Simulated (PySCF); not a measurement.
## Dipole response of Co²⁺ (cobalt, charge +2)

[Ar] 3d7, high-spin 4F determinant. Computed with PySCF 2.14 in aug-cc-pwCVTZ-DK (10s9p7d4f3g, 127 functions), with scalar relativity by spin-free X2C-1e. Coupled (time-dependent) response in atomic units; α is the mean over directions.

```tsv
method	mean α (bohr³)	C₆ (like pair)	S(−4)
PBE0	3.436	9.846	6.340
```

S(−4) is the Cauchy moment in α(ω) = α(0) + S(−4) ω² + …

α(iu) at PBE0:

```tsv
u (hartree)	α(iu) (bohr³)
0	3.436
0.0500	3.420
0.100	3.375
0.200	3.213
0.300	2.998
0.500	2.557
0.750	2.111
1.00	1.776
1.50	1.313
2.00	1.011
3.00	0.6544
5.00	0.3393
```

For an ion, C₆ is the dispersion term alone; charge-induced terms of lower order in 1/R come first.
